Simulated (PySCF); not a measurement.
These are B3LYP-D3(BJ)/def2-TZVP // PBE-D3(BJ)/def2-SVP in PySCF values and carry that method's errors. Gas-phase values, no solvent. One relaxed conformer stands for a flexible species; it need not be the lowest. B3LYP has the VWN-RPA correlation part, as in Gaussian. 

Reference species: [W(OH)6] (neutral, multiplicity 1).

```json
{
  "coordination_number": "6",
  "HOMO–LUMO gap": "5.50 eV"
}
```

Changed species: [W(OH)3(NH2)3] (3 of 6 OH replaced by NH2; the reference has 0 of 6 OH replaced by NH2).

**Question.** Give the shifts of the coordination number and HOMO–LUMO gap.

**Answer.** the coordination number is nearly the same; the HOMO–LUMO gap falls by 1.19 eV, to 4.31 eV.
